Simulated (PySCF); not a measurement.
BClH$_{2}$O (calculated)

Computed with PySCF 2.14.0. Calculation on a computer-drawn molecule: vertical ionisation energy to the stated ion spin, frozen-core CCSD(T) at the basis limit and cheaper methods, single-reference cases, UHF for radicals, no spin-orbit; all values are single points at the evaluated structure, the first of each entry, which is the reference or a displaced copy of it and isn't optimised; the reference structure only sets the zero of the energies above reference; triples share is (T) over the correlation energy.

```xyz
5
formula=BClH2O charge=0 multiplicity=1 ion_multiplicity=2 diffuse_functions=no basis=cc-pV(n+d)Z reference_is=the_Hartree-Fock_double-zeta_minimum best_is=HF_at_quadruple_zeta_+_MP2_correlation_extrapolated_from_triple_and_quadruple_zeta_+_CCSD(T)_minus_MP2_at_triple_zeta basis_step_is=the_size_of_the_change_from_the_same_recipe_one_zeta_lower
O     -0.7634    -1.1447    -2.1355
B     -0.8771    -1.9427    -1.0196
Cl    -1.8825    -3.5643    -1.3708
H     -0.3540    -0.3558    -1.8912
H     -0.6706    -1.5708     0.1388
```

Reference structure:
```xyz
5
BClH2O
O     -0.7592    -1.0998    -2.0777
B     -0.9709    -1.9309    -1.0533
Cl    -1.7720    -3.4727    -1.3849
H     -0.3276    -0.2950    -1.8312
H     -0.6474    -1.6851     0.0692
```

Drawn bonds:
| atom | other atom | order |
| --- | --- | --- |
| 1 | 2 | 1 |
| 2 | 3 | 1 |
| 1 | 4 | 1 |
| 2 | 5 | 1 |

**Q.** What dipole magnitude HF at triple zeta does the calculation give for BClH$_{2}$O?
**A.** 3.547 debye

**Q.** Give the table of triple zeta values for BClH$_{2}$O.
**A.** 
Triple zeta:
| method | ionisation energy (eV) | energy above reference (kcal/mol) |
| --- | --- | --- |
| HF | 10.34 | 11.29 |
| PBE | 11.21 | 9.584 |
| r2SCAN | 11.35 | 10.55 |
| B3LYP | 11.44 | 10.37 |
| wB97X | 11.5 | 10.98 |
| MP2 | 11.54 | 11.15 |
| CCSD | 11.35 | 10.91 |
| CCSD(T) | 11.4 | 10.53 |

Further results for BClH$_{2}$O:

| Item | Value |
| --- | --- |
| ionisation energy best | 11.63 eV |
| ionisation energy basis step | 0.09593 eV |
| energy above reference best | 10.87 kcal/mol |
| energy above reference basis step | 0.3062 kcal/mol |
| ionisation energy Koopmans at triple zeta | 12.08 eV |
| ionisation energy EOM CCSD at triple zeta | 11.5 eV |
| total energy HF triple zeta | -560.3487 hartree |
| total energy CCSD(T) triple zeta | -560.9269 hartree |
| total energy best | -561.0157 hartree |
| T1 diagnostic at triple zeta | 0.01342 |
| D1 diagnostic at triple zeta | 0.04796 |
| ion T1 diagnostic at triple zeta | 0.0189 |
| ion D1 diagnostic at triple zeta | 0.0677 |
| ion spin squared at triple zeta | 0.7613 |
| triples share at triple zeta | 0.03819 |
| basis functions triple zeta | 127 |
| dipole magnitude CCSD unrelaxed at triple zeta | 3.242 debye |
| dipole magnitude PBE at triple zeta | 3.091 debye |
| dipole magnitude r2SCAN at triple zeta | 3.222 debye |
| dipole magnitude B3LYP at triple zeta | 3.213 debye |
| dipole magnitude wB97X at triple zeta | 3.349 debye |
